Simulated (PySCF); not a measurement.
C2H6F2OSi, SMILES FC(F)(OC)[SiH3]. Coordinates come from a B3LYP-D3(BJ)/def2-SVP optimisation. The structure was generated by enumeration, and PubChem lists no compound with its InChIKey, so it may never have been made. The values are those of a single conformer.

The numbers are results of B3LYP-D3(BJ)/def2-SVP run with PySCF, not measurements.

Harmonic wavenumbers (cm⁻¹): 82, 148, 154, 166, 217, 312, 408, 519, 520, 646, 647, 766, 915, 946, 946, 1005, 1041, 1117, 1165, 1218, 1268, 1460, 1461, 1484, 2249, 2260, 2262, 3044, 3133, 3169. Rotational constants (GHz): 4.392, 1.989, 1.874; symmetry number 1.

Task: Work out the zero-point energy and the ideal-gas rigid-rotor harmonic-oscillator thermochemistry at 298.15 K and 1 atm.

Result: ZPE = ½ Σ hcν = ½ × 34727 cm⁻¹ = 49.65 kcal/mol. H − E(el) = 55.15 kcal/mol. Entropy in cal/(mol K): translation 40.06, rotation 27.38, vibration 18.89, total 86.33. G − E(el) = 29.41 kcal/mol. Cp = 28.69 cal/(mol K). Modes under 150 cm⁻¹ make the vibrational entropy uncertain.
